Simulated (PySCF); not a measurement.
Match the calculated data to a structure.

All candidates are C5H8ClFSi2.

* 13C NMR: chemical shifts (computed TMS as zero) by class: 150.8 (1 C), 136.2 (1 C), 117.6 (1 C), 116.7 (1 C), 57.0 (1 C) ppm [GIAO PBE0/pcSseg-1]
* 1H NMR: chemical shifts (computed TMS as zero) by class: 6.26 (1 H), 5.73 (1 H), 5.18 (2 H), 4.80 (2 H), 4.57 (2 H) ppm [GIAO PBE0/pcSseg-1]
* Dipole: 2.34 D [PBE0/pcSseg-1]
* NMR, other nuclei: isotropic shieldings of nuclei other than C and H, by class: 388 (1 F), 379 (1 Si), 419 (1 Si), 830 (1 Cl) ppm [GIAO PBE0/pcSseg-1]
* Rotational structure: rotational constants A, B, C: 1.405, 0.454, 0.397 GHz [GFN2-xTB]

The electronic properties come from PySCF, for the isolated species, density fitting. Levels stand in brackets. Geometry: GFN2-xTB, one conformer, isolated molecule. Each NMR value is the plain mean over a class of atoms that symmetry, rotation or inversion makes alike.

Task: Which candidate is it?
A. `FCC#C[C@@H]1[SiH2][C@@H]1[SiH2]Cl`
B. `C=C(CCl)[SiH2]C#C[SiH2]F`
C. `C#C[Si@@]1(Cl)[SiH2]CC[C@@H]1F`
D. `C#C[C@@]1(Cl)[SiH2]C[SiH2][C@H]1F`

Result: B. It is `C=C(CCl)[SiH2]C#C[SiH2]F`. Numbering: `[CH2:1]=[C:2]([CH2:3][Cl:4])[SiH2:5][C:6]#[C:7][SiH2:8][F:9]`. Its formula, C5H8ClFSi2, gives 3 degrees of unsaturation: 0 rings and 3 π bonds in the structure found. 5 carbons fall into 5 classes; from least to most shielded: fully substituted alkene carbon [C2] (150.8 ppm), terminal =CH2 carbon [C1] (136.2 ppm), alkyne carbon [C6] (117.6 ppm), alkyne carbon [C7] (116.7 ppm), sp3 C–Cl carbon [C3] (57.0 ppm). Hydrogen classes from least to most shielded: 1 H on a terminal =CH2 carbon, C1 (6.26 ppm), 1 H on a terminal =CH2 carbon, C1 (5.73 ppm), 2 H on a fluorine-bound silicon, Si8 (5.18 ppm), 2 H on an SiH2 silicon, Si5 (4.80 ppm), 2 H on an sp3 C–Cl carbon, C3 (4.57 ppm, a mean of values up to 0.9 ppm apart in this geometry). The other shieldings belong to: 388 ppm, silicon-bound fluorine [F9]; 379 ppm, fluorine-bound silicon [Si8]; 419 ppm, SiH2 silicon [Si5]; 830 ppm, alkyl chlorine [Cl4]. The optimised geometry has point group C1 and is an asymmetric top.

The others, at the same levels:
- `C#C[Si@@]1(Cl)[SiH2]CC[C@@H]1F` fails: its computed 13C shifts are 107.3 (1 C), 97.3 (1 C), 89.6 (1 C), 33.2 (1 C), 10.5 (1 C) ppm, 1H shifts are 5.18 (1 H), 3.93 (1 H), 3.75 (1 H), 2.72 (1 H), 2.28 (1 H), 1.50 (1 H), 1.35 (1 H), 1.26 (1 H) ppm and rotational constant A is 1.128 GHz (against 1.405 GHz).
- `C#C[C@@]1(Cl)[SiH2]C[SiH2][C@H]1F` fails: its computed 13C shifts are 96.8 (1 C), 87.1 (1 C), 86.4 (1 C), 55.7 (1 C), -16.6 (1 C) ppm, 1H shifts are 5.06 (1 H), 4.77 (1 H), 4.70 (1 H), 4.63 (1 H), 4.44 (1 H), 2.44 (1 H), 0.38 (1 H), 0.11 (1 H) ppm and rotational constant A is 1.322 GHz (against 1.405 GHz).
- `FCC#C[C@@H]1[SiH2][C@@H]1[SiH2]Cl` fails: its computed 13C shifts are 100.3 (1 C), 80.3 (1 C), 73.9 (1 C), 4.7 (1 C), 2.0 (1 C) ppm, 1H shifts are 5.65 (1 H), 5.36 (1 H), 5.26 (1 H), 5.18 (1 H), 3.13 (1 H), 2.99 (1 H), 2.02 (1 H), 0.54 (1 H) ppm and rotational constant A is 1.343 GHz (against 1.405 GHz).

Each candidate is one conformer, not necessarily the lowest. The conformers computed, where there is a choice (atom-mapped SMILES and torsion angles):
- `[CH2:1]=[C:2]([CH2:3][Cl:4])[SiH2:5][C:6]#[C:7][SiH2:8][F:9]`: C1–C2–C3–Cl4 -122°, C1–C2–Si5–C6 -145°
- `[F:1][CH2:2][C:3]#[C:4][C@@H:5]1[SiH2:6][C@@H:7]1[SiH2:8][Cl:9]`: Si6–C7–Si8–Cl9 98°

The conformers of `C#C[Si@@]1(Cl)[SiH2]CC[C@@H]1F` and `C#C[C@@]1(Cl)[SiH2]C[SiH2][C@H]1F` aren't listed.
